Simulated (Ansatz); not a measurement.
Tuning the range parameter of LC-ωPBE so that −HOMO meets the ionisation energy; basis def2-SVP, Ansatz. System: SiHMe2(OSiMe3) (C₅H₁₆OSi₂). Charge 0, multiplicity 1. Geometry: r2SCAN-D4/def2-SVP. The ionised state is a doublet.

Geometry of the singlet:

```xyz
24

Si    0.3760   -1.0271    1.4180
H    -0.9985   -1.6042    1.6091
C     1.6487   -2.3951    1.4808
H     1.6319   -2.9156    2.4522
H     2.6620   -1.9875    1.3293
H     1.4651   -3.1419    0.6919
C     0.6931    0.2519    2.7509
H     0.6638   -0.2022    3.7553
H    -0.0609    1.0555    2.7246
H     1.6848    0.7155    2.6169
O     0.4638   -0.3092   -0.0815
Si   -0.4512    0.5617   -1.1797
C    -1.7178   -0.5839   -1.9550
C     0.7316    1.2195   -2.4715
C    -1.3101    1.9704   -0.2818
H    -2.3316   -0.0600   -2.7066
H    -2.4009   -0.9954   -1.1936
H    -1.2254   -1.4334   -2.4563
H     1.2666    0.3939   -2.9685
H     0.2033    1.7960   -3.2486
H     1.4869    1.8799   -2.0152
H    -1.9996    1.5909    0.4913
H    -0.5791    2.6305    0.2139
H    -1.9024    2.5899   -0.9760
```

```tsv
ω (1/bohr)	HOMO (eV)	LUMO (eV)	vertical IE (eV)	HOMO + IE (eV)
0.15	-8.39	2.45	9.09	0.70
0.2	-8.94	2.84	9.30	0.36
0.3	-9.81	3.33	9.73	-0.08
```

(1) Estimate the row for 0.1 bohr⁻¹.

(2) Where does the tuning condition hold?

## Answers

(1) 
```csv
ω (1/bohr),HOMO (eV),LUMO (eV),vertical IE (eV),HOMO + IE (eV)
0.1,-7.76,1.94,8.92,1.16
```

(2) Near ω = 0.28 bohr⁻¹, by linear interpolation.
